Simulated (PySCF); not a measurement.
TaF6, SMILES [F][Ta-]([F])([F])([F])([F])[F], charge -1, multiplicity 1. Geometry: PBE-D3(BJ)/def2-SVPD. The multiplicity is an assumed one; no other spin state was optimised. The isomer is the one that the SMILES or the coordinates give; other isomers of the formula were not compared. The def2 effective core potentials stand for the cores of Ta; spin–orbit coupling is left out.

All values below come from PBE-D3(BJ)/def2-SVPD (PySCF 2.14.0).

Harmonic wavenumbers (cm⁻¹): 116, 116, 116, 214, 214, 214, 255, 255, 255, 558, 558, 571, 571, 571, 638. Rotational constants (GHz): 1.765, 1.765, 1.765; symmetry number 24.

Task: Work out the zero-point energy and the ideal-gas rigid-rotor harmonic-oscillator thermochemistry at 298.15 K and 1 atm.

Result: ZPE = ½ Σ hcν = ½ × 5223 cm⁻¹ = 7.47 kcal/mol. H − E(el) = 13.73 kcal/mol. Entropy in cal/(mol K): translation 42.94, rotation 22.15, vibration 23.54, total 88.63. G − E(el) = -12.69 kcal/mol. Cp = 30.96 cal/(mol K). Modes under 150 cm⁻¹ make the vibrational entropy uncertain.
